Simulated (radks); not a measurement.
Values are calculated unless marked as measured or tabulated.
Al III, 11 electrons, occupied as [He] 2s1 2p6 3s1 3d1 (not the ground configuration).

Level of theory: scalar-relativistic Kohn-Sham, r2SCAN, spin-polarised, spherical densities, finite nucleus; open shells are filled with parallel spins first; meta-GGA in the generalised Kohn-Sham scheme; Fermi nuclear charge, rms radius 3.061 fm (a radial shooting solver on a logarithmic mesh with Libxc functionals).

Energy parts (hartree):
part                      energy
total                 -237.11536
kinetic                237.59150
electron-nucleus      -553.54966
Hartree                 95.95695
exchange-correlation   -17.11415

Orbitals (lengths in bohr, moments of r in powers of bohr):
orbital  occ.  eigenvalue (hartree)      <r^4>
1s up       1             -57.76405  0.0009824
1s down     1             -57.69193  0.0009831
2s up       1              -5.66144     0.3454
2s down     0              -5.49778     0.3528
2p up       3              -4.19666     0.3660
2p down     3              -4.04888     0.3676
3s up       1              -1.11824      32.36
3d up       1              -0.46415      144.9

The highest occupied level is 3d up at -12.630 eV. The configuration is held as typed, so some empty levels lie below it. The electron density at the nucleus is 1459 e/bohr^3 (large components only). The density falls to 0.001 e/bohr^3 at r = 3.92 bohr. Summed over all electrons, <r^2> = 16.60 bohr^2, which gives a Langevin (diamagnetic) susceptibility term of -13.2 x 10^-6 cm^3/mol. The spin density at the nucleus is 58.10 e/bohr^3 (1s 1.78, 2s 50.88, 3s 5.44). Spin moment in Bohr magnetons: 3.
